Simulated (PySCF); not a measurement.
C3H4BF3, SMILES C/C(=C/F)B(F)F.

Geometry optimised at PBE-D3(BJ)/def2-SVP. The structure was generated by enumeration; whether it is a known compound was not checked. One conformer was computed; it need not be the lowest.

Computed with PySCF 2.14.0 with PBE-D3(BJ)/def2-SVP.

Harmonic, unscaled wavenumbers; measured fundamentals usually lie a few per cent lower.

```json
[
 {"mode": "1", "ν (cm⁻¹)": "51", "IR (km/mol)": "0.1", "moving atoms (share of kinetic energy)": "F 87 %, C 10 %"},
 {"mode": "2", "ν (cm⁻¹)": "153", "IR (km/mol)": "0.5", "moving atoms (share of kinetic energy)": "F 81 %, C 14 %"},
 {"mode": "3", "ν (cm⁻¹)": "155", "IR (km/mol)": "0.2", "moving atoms (share of kinetic energy)": "H 95 %"},
 {"mode": "4", "ν (cm⁻¹)": "248", "IR (km/mol)": "0.1", "moving atoms (share of kinetic energy)": "F 47 %, C 29 %, H 19 %"},
 {"mode": "5", "ν (cm⁻¹)": "278", "IR (km/mol)": "0.0", "moving atoms (share of kinetic energy)": "C 58 %, H 21 %, F 14 %"},
 {"mode": "6", "ν (cm⁻¹)": "304", "IR (km/mol)": "1.8", "moving atoms (share of kinetic energy)": "C 45 %, H 32 %, F 15 %, B 8 %"},
 {"mode": "7", "ν (cm⁻¹)": "360", "IR (km/mol)": "4.1", "moving atoms (share of kinetic energy)": "F 69 %, C 16 %, B 9 %"},
 {"mode": "8", "ν (cm⁻¹)": "463", "IR (km/mol)": "13.6", "moving atoms (share of kinetic energy)": "F 55 %, C 31 %, H 9 %"},
 {"mode": "9", "ν (cm⁻¹)": "593", "IR (km/mol)": "7.0", "moving atoms (share of kinetic energy)": "C 58 %, F 32 %, H 10 %"},
 {"mode": "10", "ν (cm⁻¹)": "683", "IR (km/mol)": "52.4", "moving atoms (share of kinetic energy)": "B 69 %, C 18 %"},
 {"mode": "11", "ν (cm⁻¹)": "692", "IR (km/mol)": "0.7", "moving atoms (share of kinetic energy)": "F 58 %, C 28 %"},
 {"mode": "12", "ν (cm⁻¹)": "878", "IR (km/mol)": "9.1", "moving atoms (share of kinetic energy)": "H 67 %, C 31 %"},
 {"mode": "13", "ν (cm⁻¹)": "976", "IR (km/mol)": "4.6", "moving atoms (share of kinetic energy)": "H 66 %, C 31 %"},
 {"mode": "14", "ν (cm⁻¹)": "1007", "IR (km/mol)": "1.5", "moving atoms (share of kinetic energy)": "H 67 %, C 33 %"},
 {"mode": "15", "ν (cm⁻¹)": "1126", "IR (km/mol)": "36.3", "moving atoms (share of kinetic energy)": "C 56 %, B 16 %, F 14 %, H 14 %"},
 {"mode": "16", "ν (cm⁻¹)": "1167", "IR (km/mol)": "162.6", "moving atoms (share of kinetic energy)": "C 55 %, F 32 %"},
 {"mode": "17", "ν (cm⁻¹)": "1279", "IR (km/mol)": "74.3", "moving atoms (share of kinetic energy)": "H 69 %, B 16 %"},
 {"mode": "18", "ν (cm⁻¹)": "1345", "IR (km/mol)": "31.5", "moving atoms (share of kinetic energy)": "H 66 %, C 23 %, B 8 %"},
 {"mode": "19", "ν (cm⁻¹)": "1363", "IR (km/mol)": "158.0", "moving atoms (share of kinetic energy)": "B 48 %, H 27 %, F 14 %, C 11 %"},
 {"mode": "20", "ν (cm⁻¹)": "1400", "IR (km/mol)": "7.7", "moving atoms (share of kinetic energy)": "H 97 %"},
 {"mode": "21", "ν (cm⁻¹)": "1408", "IR (km/mol)": "164.2", "moving atoms (share of kinetic energy)": "B 40 %, H 32 %, C 17 %, F 10 %"},
 {"mode": "22", "ν (cm⁻¹)": "1419", "IR (km/mol)": "149.1", "moving atoms (share of kinetic energy)": "H 67 %, C 16 %, B 14 %"},
 {"mode": "23", "ν (cm⁻¹)": "1665", "IR (km/mol)": "183.8", "moving atoms (share of kinetic energy)": "C 92 %"},
 {"mode": "24", "ν (cm⁻¹)": "2967", "IR (km/mol)": "18.8", "moving atoms (share of kinetic energy)": "H 97 %"},
 {"mode": "25", "ν (cm⁻¹)": "3044", "IR (km/mol)": "7.0", "moving atoms (share of kinetic energy)": "H 91 %, C 9 %"},
 {"mode": "26", "ν (cm⁻¹)": "3062", "IR (km/mol)": "11.1", "moving atoms (share of kinetic energy)": "H 90 %, C 10 %"},
 {"mode": "27", "ν (cm⁻¹)": "3081", "IR (km/mol)": "15.1", "moving atoms (share of kinetic energy)": "H 91 %, C 9 %"}
]
```
